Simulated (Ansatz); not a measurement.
Job for Ansatz (a quantum-chemistry and plane-wave program): R-r2SCAN/def2-TZVPPD on CH4N2 (a complex), monomers drawn apart or pushed together. Files ending in .json are basis or fitting sets from the Basis Set Exchange.

Ansatz 0.2 input:
```yaml
crystal:
  periodic: [false, false, false]
  atoms:
    - {symbol: C, position_ang: [0.02467954, -0.04913245, -0.08080792]}
    - {symbol: H, position_ang: [0.96421579, 0.39517783, 0.24492148]}
    - {symbol: H, position_ang: [-0.07877942, -1.04060640, 0.35789737]}
    - {symbol: H, position_ang: [-0.80434320, 0.57914786, 0.24195607]}
    - {symbol: H, position_ang: [0.01840399, -0.12948199, -1.16684915]}
    - {symbol: N, position_ang: [0.07886144, -0.42371889, 3.15795105]}
    - {symbol: N, position_ang: [-0.18549859, 0.63393900, 3.12238718]}
basis:
  gaussian:
    orbitals: def2-TZVPPD.json
hamiltonian:
  xc: {name: r2SCAN}
scf: {lower_state_search: off}
```

Problem. Give the final energy of this run.

Solution. -150.0132 hartree.
